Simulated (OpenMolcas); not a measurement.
## Pd III: effect of correlating more closed shells

```
Program             : OpenMolcas 26.06
Basis               : ANO-RCC-VTZP [7s6p4d2f1g]
Scalar Hamiltonian  : DKH2, point nucleus
Active space        : 8 electrons in 6 orbitals (4d 5s)
State averaging     : 2S+1 = 3 even, 55 roots; 2S+1 = 5 even, 10 roots kept (CI in the orbitals of an earlier block); 2S+1 = 1 even, 43 roots kept (CI in the orbitals of an earlier block)
Spin-orbit coupling : state interaction with AMFI integrals over the reference wave functions, term energies averaged over their components
```

Methods on the same reference wave functions:
A. CASSCF
B. MS-CASPT2, IPEA 0.25 Eh, imaginary shift 0.1 Eh (closed shells correlated: none)
C. MS-CASPT2, IPEA 0.25 Eh, imaginary shift 0.1 Eh (closed shells correlated: 4s 4p)

Energies in cm-1 above 4d8 3F4, the measured ground level; measured values from Moore, Atomic Energy Levels, vol. III, NSRDS-NBS 35 (1971 reprint of NBS Circular 467, 1958).

```tsv
Level	A	B	C	Measured
4d8 3F4	0.0	0.0	0.0	0.0
4d8 3F3	3297	3310	3320	3230
4d8 3F2	5044	4830	4720	4687
4d8 3P1	17536	13610	13500	13470
4d8 3P0	17881	13850	13750	13699
4d8 1G4	22041	19490	18210	17880
4d7 5s 5F5	48928	57880	54900	52916
4d7 5s 5F4	50991	59910	56950	55089
4d8 1S0	51902	41680	41840	
4d7 5s 5F3	52581	61510	58550	56742
4d7 5s 5F2	53678	62590	59630	57845
4d7 5s 5F1	54364	63250	60290	58527
4d7 5s 3F4(1)	59894	66370	63860	
4d7 5s 3F3(1)	62678	69110	66620	
4d7 5s 5P3	65423	71160	68090	65708
4d7 5s 5P1	66933	72630	69480	67151
```

Deviations, from unrounded energies. A percentage is the sum of absolute deviations over the sum of measured energies, with the sign that they share, or ± where signs differ.

```json
{"Against measurement": "mean absolute deviation (cm-1)", "Levels": "12", "A": "2800", "B": "3100", "C": "1200"}
{"Against measurement": "fine structure of the ground term (%)", "Levels": "2", "A": "+5.4", "B": "+2.9", "C": "+1.6"}
{"Against measurement": "other terms of the ground configuration (%)", "Levels": "3", "A": "+27.5", "B": "+4.2", "C": "+0.9"}
{"Against measurement": "other configurations (%)", "Levels": "7", "A": "-5.1", "B": "+8.4", "C": "+3.4"}
```

C lies closest to measurement on these levels and B furthest from it. The largest miss of C in the table is 4d7 5s 5P3, by +2400 cm-1. The ranking rests on the paired levels alone, and a cruder setting can come out closer through cancelling errors.

Between B and C the level of the table that moves most is 4d7 5s 5P1, by 3200 cm-1 (lowest in C, highest in B). Moves below CASPT2's spread within the term are not significant.

From A to B the spin-free energies of the other terms of 4d8 shown, above 3F, scale by factors of 0.72 to 0.87, as is usual when dynamic correlation screens the repulsion within a d or f shell.

The lowest spin-free term lies below A's lowest term by 0.237 hartree in B, 0.529 hartree in C.

What an inner shell adds also hangs on whether the basis holds functions to correlate it.

CASPT2 breaks the degeneracy within a term, and the mean is taken; among the terms shown or strongly mixed into the levels shown the widest spread is 1500 cm-1 (4d8 1G, C). Terms from blocks run as CI alone lack orbitals of their own. A single d shell beside an s shell can misplace configurations of different d count against each other. Without dynamic correlation excited terms often stand tens of per cent too high (terms of higher spin than the ground term too low), and those without a measured partner can miss by more than the paired ones (holds for A). Computed and measured levels are paired by configuration, term and J; levels that our copy of the source lacks, or whose pairing is in doubt (as where it misses far off the trend of its configuration), stay unpaired and out of the deviations. Only configurations of the active space appear. The table leaves out levels that lie high or whose names do not pair safely across all columns.

A number in round brackets counts repeated terms of one configuration in the order of the reference energies.
